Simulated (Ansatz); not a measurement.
Basis sets compared for In₇Sb₇. Total charge 0; singlet. Geometry r2SCAN-D4/def2-SVP. Ansatz on 2 threads of AMD EPYC 7R13 on a shared host and a share (18 GiB) of an NVIDIA H100 80GB HBM3; times are rough, and most runs start from earlier orbitals.

```xyz
14

In    1.799   -0.664   -1.675
Sb    4.270    0.100   -0.734
In    0.264   -1.475    4.278
Sb    0.560    0.154    1.648
In   -0.720    2.259    0.161
In    2.835    2.323   -1.207
Sb    0.597    3.891   -1.759
In   -0.269   -2.559    0.804
Sb   -2.070   -3.130    2.851
Sb   -0.118   -2.741   -1.979
In   -1.621   -0.299   -1.489
Sb    0.158    1.356   -3.074
In   -2.244   -0.446    2.047
Sb   -3.442    1.231    0.129
```

In the def2 sets In, Sb take a core potential; there is no spin–orbit coupling. Single mean-field runs in def2-TZVP are fitted with def2-universal-jkfit.

Binding counts from free atoms (In doublet, Sb quartet) in the same basis, without a counterpoise term.

```csv
level,functions,energy (Eh),HOMO (eV),LUMO (eV),binding per atom (eV),wall time
PBE-D4/def2-SVP,364,-3013.3564,-4.43,-3.60,2.26,4.8 s
PBE0-D4/def2-SVP,364,-3013.4009,-5.09,-3.21,2.15,7 s
```

**Question.** Estimate the rows for PBE-D4/def2-TZVP (with forces), PBE0-D4/def2-TZVP.

**Answer.** 
```
                         level  functions  energy (Eh)  HOMO (eV)  LUMO (eV)  binding per atom (eV)  wall time
PBE-D4/def2-TZVP (with forces)        700   -3013.4508      -4.46      -3.63                   2.29      8.5 s
             PBE0-D4/def2-TZVP        700   -3013.4852      -5.10      -3.20                   2.19      5.5 s
```
